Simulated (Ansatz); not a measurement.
Cost and result for the atomization energy of C$_{2}$H$_{7}$Cl$_{2}$NSi$_{2}$ (`C=C[SiH](Cl)N[SiH2]Cl`) (14 atoms, 13 bonds).

| atom | x (Å) | y (Å) | z (Å) |
| --- | --- | --- | --- |
| C1 | 0.8031 | -0.6037 | -2.1359 |
| C2 | 0.9292 | 0.2584 | -1.1303 |
| Si3 | 1.1176 | -0.3311 | 0.6069 |
| Cl4 | 2.7776 | 0.5130 | 1.4905 |
| N5 | -0.2682 | 0.1243 | 1.5203 |
| Si6 | -1.7913 | 0.6445 | 0.9351 |
| Cl7 | -2.9270 | -0.8992 | 0.1707 |
| H8 | 0.8115 | -1.6778 | -1.9715 |
| H9 | 0.6850 | -0.2800 | -3.1660 |
| H10 | 0.9206 | 1.3247 | -1.3455 |
| H11 | 1.3502 | -1.7938 | 0.6247 |
| H12 | -0.2407 | -0.1005 | 2.5063 |
| H13 | -1.6122 | 1.6057 | -0.1709 |
| H14 | -2.5555 | 1.2154 | 2.0655 |

Charge 0, multiplicity 1. Geometry: relaxed with PBE0-D4/def2-TZVP. It is one conformer, not always the lowest. Program: Ansatz. All runs use 2 threads of an AMD EPYC 7R13 on a shared host and a share of an NVIDIA H100 80 GB. Times are those of one run each, without the atoms' runs, and a repeat can differ threefold. Electronic energies, without spin–orbit coupling; frozen cores. CCSD(T)/CBS adds CCSD(T) − MP2 in def2-TZVPP to the MP2 limit, and its time is that of the two runs behind it. T1 = 0.010. B3LYP takes the VWN-RPA correlation (the form of Gaussian; ORCA's B3LYP/G).

CCSD(T)/CBS is a level of theory with its own doubt, some kJ/mol a heavy atom from the limit and from the frozen cores, so smaller differences don't rank the functionals.

```csv
level,functions,wall time,atomization (kcal/mol),difference from CCSD(T)/CBS,per bond
B3LYP-D4/def2-TZVPP (with forces),359,2.9 s,1229.2,-3.9,-0.3
PBE-D4/def2-TZVPP (with forces),359,3.1 s,1246.4,13.3,1.0
ωB97X-V/def2-TZVPP,359,3.3 s,1238.2,5.1,0.4
PBE0-D4/def2-TZVPP,359,3.4 s,1231.6,-1.5,-0.1
r2SCAN-D4/def2-TZVPP (with forces),359,3.8 s,1233.2,0.1,0.0
ωB97M-V/def2-TZVPP (with forces),359,4.6 s,1238.2,5.1,0.4
MP2/def2-QZVPP,661,8 s,1239.9,6.8,0.5
B2PLYP/def2-TZVPP,359,9.5 s,1214.6,-18.5,-1.4
CCSD(T)/def2-TZVPP,359,11 s,1196.3,-36.8,-2.8
CCSD(T)/CBS(def2),–,19 s,1233.1,0.0,0.0
```

The D4 term adds +17.4 kcal/mol with B3LYP and +9.4 kcal/mol with PBE0; it sums over pairs of atoms, weighted by their polarisabilities, and B3LYP, whose exchange is more repulsive, gets the larger term. In def2-TZVPP, CCSD(T) changes the Hartree–Fock value by +285.7 kcal/mol (the triples alone add +18.9 kcal/mol) and MP2 by +307.3 kcal/mol; breaking electron pairs costs correlation energy, which Hartree–Fock lacks. From PBE to PBE0 (25 % exact exchange), in def2-TZVPP and without D4, the atomization energy moves by −13.3 kcal/mol: exact exchange takes away binding that semilocal exchange gives to molecules.
